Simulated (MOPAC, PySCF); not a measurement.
Ligand exchange on a metal centre used in film growth or etching (Hf OH-NH2). All species are isolated molecules in the gas phase. One relaxed conformer stands for each flexible species; it need not be the lowest.

Quantity: redistribution energy (mixed species minus the weighted end members), in kcal/mol. Semi-empirical values (MOPAC) are differences of heats of formation.

Level 1: TPSSh-D3(BJ)/def2-TZVP // BP86-D3(BJ)/def2-SVP (PySCF)
Level 2: B3LYP/6-31G* (LANL2DZ on Hf) // BP86-D3(BJ)/def2-SVP (PySCF)
Level 3: SVWN5/6-31G* (LANL2DZ on Hf) // BP86-D3(BJ)/def2-SVP (PySCF)
Level 4: PM6 // BP86-D3(BJ)/def2-SVP (MOPAC)

| species | level 2 | level 3 | level 4 |
|---|---|---|---|
| 3 of 4 OH replaced by NH2: [Hf(OH)(NH2)3] | -1.27 | -1.50 | -4.13 |

Question: What does level 1 give for each?

Answer: 
- 3 of 4 OH replaced by NH2: [Hf(OH)(NH2)3]: -0.88
